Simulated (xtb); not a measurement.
FSn (SMILES [F][Sn+]), charge +1, singlet, geometry from GFN2-xTB (such geometries of metal compounds can be far from the true shape); GFN0-xTB (xtb).

Input for xtb:
```
$ xtb mol.xyz --gfn 0 --chrg 1 --json

# file mol.xyz
2

Sn    -0.00000000    -0.00000000    -0.31245265
F      0.00000000     0.00000000     1.73584808
```

The log (banner, timings and long lists left out):

```
   ID    Z sym.   atoms
    1   50 Sn     1
    2    9 F      2

           -------------------------------------------------
          |                Calculation Setup                |
           -------------------------------------------------

           -------------------------------------------------
          |                 G F N 0 - x T B                 |
           -------------------------------------------------

          ...................................................
          :                      SETUP                      :
          :.................................................:
          :  # basis functions                  14          :
          :  # atomic orbitals                  13          :
          :  # shells                            5          :
          :  # electrons                        10          :
          :  electronic temp.          300.0000000     K    :
          :  accuracy                    1.0000000          :
          :  -> integral cutoff          0.2500000E+02      :
          :  -> integral neglect         0.1000000E-07      :
          ...................................................

         :::::::::::::::::::::::::::::::::::::::::::::::::::::
         ::                     SUMMARY                     ::
         :::::::::::::::::::::::::::::::::::::::::::::::::::::
         :: total energy              -4.433809648919 Eh    ::
         :: gradient norm              0.013011934965 Eh/a0 ::
         :: HOMO-LUMO gap              3.832206119243 eV    ::
         ::.................................................::
         :: H0 energy                 -5.794690236608 Eh    ::
         :: repulsion energy           0.001524392854 Eh    ::
         :: electrostat energy         1.359487909657 Eh    ::
         :: -> Gsolv                   0.000000000000 Eh    ::
         ::    -> Gsasa                0.000000000000 Eh    ::
         ::    -> Gshift               0.000000000000 Eh    ::
         :: dispersion energy         -0.000131714821 Eh    ::
         :: short-range corr.          0.000000000000 Eh    ::
         :: add. restraining           0.000000000000 Eh    ::
         :: total charge               1.000000000000 e     ::
         :::::::::::::::::::::::::::::::::::::::::::::::::::::

           -------------------------------------------------
          |                Property Printout                |
           -------------------------------------------------

[...]
      -------------------------------------------------------------
         1        2.0000           -0.8532278             -23.2175
         2        2.0000           -0.7077418             -19.2586
         3        2.0000           -0.4462967             -12.1444
         4        2.0000           -0.4462967             -12.1444
         5        2.0000           -0.4437821             -12.0759 (HOMO)
         6                         -0.3029511              -8.2437 (LUMO)
         7                         -0.3029511              -8.2437
         8                         -0.2003625              -5.4521
         9                         -0.0805731              -2.1925
        10                         -0.0805731              -2.1925
        11                         -0.0638631              -1.7378
        12                         -0.0638631              -1.7378
        13                          0.2400889               6.5332
      -------------------------------------------------------------
                  HL-Gap            0.1408310 Eh            3.8322 eV
             Fermi-level            0.0000000 Eh            0.0000 eV

     #   Z          covCN         q      C6AA      α(0)
     1  50 Sn       0.698     1.122   455.230    46.692
     2   9 F        0.698    -0.122    10.517     3.737

 Mol. C6AA /au·bohr⁶  :        585.167298
 Mol. C8AA /au·bohr⁸  :      62850.638366
 Mol. α(0) /au        :         50.429044

Wiberg/Mayer (AO) data.
largest (>0.10) Wiberg bond orders for each atom

 ---------------------------------------------------------------------------
     #   Z sym  total        # sym  WBO       # sym  WBO       # sym  WBO
 ---------------------------------------------------------------------------
     1  50 Sn   1.018 --     2 F    1.018
     2   9 F    1.018 --     1 Sn   1.018
 ---------------------------------------------------------------------------

Topologies differ in total number of bonds
Writing topology from bond orders to xtbtopo.mol

 dipole moment from electron density (au)
     X       Y       Z
   0.0000  -0.0000  -2.5740  total (Debye):    6.543

           -------------------------------------------------
          | TOTAL ENERGY               -4.433809648919 Eh   |
          | GRADIENT NORM               0.013011934965 Eh/α |
          | HOMO-LUMO GAP               3.832206119243 eV   |
           -------------------------------------------------

normal termination of xtb
```
